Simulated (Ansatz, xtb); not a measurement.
**CH4BFGe: where a starting geometry ends**

The starting geometry of this gas-phase singlet was built from a drawn formula by distance geometry and a force field; its bonds are those of `F[BH-]=[C+][GeH3]`.

```xyz
8

C     1.1112   -0.0091    1.7553
B     1.5174   -0.0612    3.0799
F     1.2030    0.9793    4.0163
Ge    0.5085    0.1488   -0.0595
H     2.2336   -0.9556    3.4136
H     0.8775   -1.1574   -0.7862
H     1.2258    1.3410   -0.7472
H    -1.0012    0.3107   -0.0527
```

Question: Predict what it relaxes into with r2SCAN-D4/def2-SVP.

Answer: It rearranges to `FB=[CH][GeH3]`. Distances that change by over a tenth: B2–F3 (1.43 → 1.29 Å). Contacts that open: B2–H5 (1.19 → 2.20 Å). Contacts that close: C1–H5 (2.21 → 1.09 Å).

The energy falls by 2.56 eV over 26 steps:

```json
{"step": "1", "E − E(last) (eV)": "2.563"}
{"step": "4", "E − E(last) (eV)": "2.233"}
{"step": "7", "E − E(last) (eV)": "1.998"}
{"step": "9", "E − E(last) (eV)": "1.362"}
{"step": "12", "E − E(last) (eV)": "0.327"}
{"step": "15", "E − E(last) (eV)": "0.129"}
{"step": "18", "E − E(last) (eV)": "0.035"}
{"step": "20", "E − E(last) (eV)": "0.014"}
{"step": "23", "E − E(last) (eV)": "0.001"}
{"step": "26", "E − E(last) (eV)": "0.000"}
```

Final geometry (Å):

```csv
atom,x (Å),y (Å),z (Å)
C,1.6704,-0.1774,1.9036
B,1.0654,0.2858,3.0577
F,0.4333,0.7422,4.0817
Ge,0.6771,0.0486,0.2660
H,2.6527,-0.6530,1.8537
H,0.3874,-1.3098,-0.3997
H,1.4511,0.9251,-0.7365
H,-0.6614,0.7350,0.5927
```

From the same start GFN2-xTB reaches the same bonding as this run.

No frequencies were run, so the end isn't proven a minimum. Run with Ansatz 0.2.0, 52 s on 2 threads of Arm Neoverse V2 (shared host).
